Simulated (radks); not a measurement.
Values are calculated unless marked as measured or tabulated.
Task: Cl2+, 15 electrons, occupied as [Ne] 3s1 3p3 3d1 (not the ground configuration). Level of theory: non-relativistic Kohn-Sham, LDA (Slater exchange, VWN5 correlation), spin-polarised, spherical densities, point nucleus; open shells are filled with parallel spins first (a radial shooting solver on a logarithmic mesh with Libxc functionals). Some entries of the table are withheld. Estimate them.

orbital,occ.,eigenvalue (eV),r(max) (bohr),<1/r> (bohr^-1)
1s up,1,-2764.392,0.06007,16.51
1s down,1,-2763.388,0.06006,16.51
2s up,1,-281.4251,0.3643,3.278
2s down,1,-280.1036,0.3644,3.284
2p up,3,-223.2350,(1),3.201
2p down,3,-221.7664,(2),3.207
3s up,1,-48.5615,1.240,(3)
3s down,0,-40.9540,1.234,(4)
3p up,3,-35.3874,1.324,0.8731
3p down,0,-28.1784,1.331,0.8423
3d up,1,-16.9778,1.538,0.6338
3d down,0,-11.5312,1.815,0.5281

Result: 
(1) 2p up r(max) (bohr): 0.3014
(2) 2p down r(max) (bohr): 0.3016
(3) 3s up <1/r> (bohr^-1): 0.9755
(4) 3s down <1/r> (bohr^-1): 0.9641
